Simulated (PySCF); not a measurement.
Correlation energy of Bi (bismuth, neutral)

[Xe] 4f14 5d10 6s2 6p3, high-spin 4S determinant. Computed with PySCF 2.14 in def2-TZVPPD with the def2 core potential (60 electrons) (7s5p4d2f, 56 functions), with a scalar-relativistic core potential. Frozen: nothing; 23 electrons correlated.

| level | correlation energy (mhartree) |
| --- | --- |
| CCSD | -411.37 |
| (T) | -8.65 |
| CCSD(T) | -420.02 |

Diagnostics: T1 = 0.0064, D1 = 0.0236, largest double amplitude 0.028.

Is a single reference adequate?

Yes, within this model without spin-orbit coupling: T1 lies below 0.03 and no double amplitude reaches 0.07.

The basis has no tight functions for the innermost shells, so their pair energies are far from complete.

This basis was not built for core-valence correlation, so the inner-shell part is incomplete.

Spin-orbit coupling is strong in this species, so the high-spin LS determinant is a model state.
